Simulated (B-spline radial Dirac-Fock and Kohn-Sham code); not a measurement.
## Satellites and hypersatellites of the K lines of Tl³⁺

System: Tl³⁺, 1s2 2s2 2p6 3s2 3p6 3d10 4s2 4p6 4d10 4f14 5s2 5p6 5d10.

Model: ΔSCF Dirac-Fock with Breit, self-energy and vacuum polarisation, finite nucleus, configuration average. Program: a B-spline atomic structure program. Each two-hole energy is an average over J within one jj subconfiguration, not an observable level; in light atoms, where LS coupling holds, the j-resolved values are not observed lines, and for a K spectator the Kα1 hypersatellite is nearly forbidden. The model has no electron correlation.

Lines without a spectator: Kα2 (K-L2) 70826.9 eV, Kα1 (K-L3) 72868.9 eV, Kβ3 (K-M2) 82105.1 eV, Kβ1 (K-M3) 82563.9 eV. Shifts in eV with one spectator hole (a dash: not computed, or left out as unreliable):

| spectator hole | Kα2 | Kα1 | Kβ3 | Kβ1 |
| --- | --- | --- | --- | --- |
| K (1s) | +1129.1 | +1233.8 | +1467.3 | +1492.0 |
| L2 (2p1/2) | +149.6 | +206.9 | – | +379.2 |
| L3 (2p3/2) | +102.2 | +116.3 | +267.4 | – |
| M2 (3p1/2) | – | +33.9 | +61.9 | +73.7 |
| M3 (3p3/2) | +16.33 | – | +49.0 | +50.3 |
| M4 (3d3/2) | +5.29 | +2.05 | – | – |
| M5 (3d5/2) | -0.60 | +4.06 | – | – |
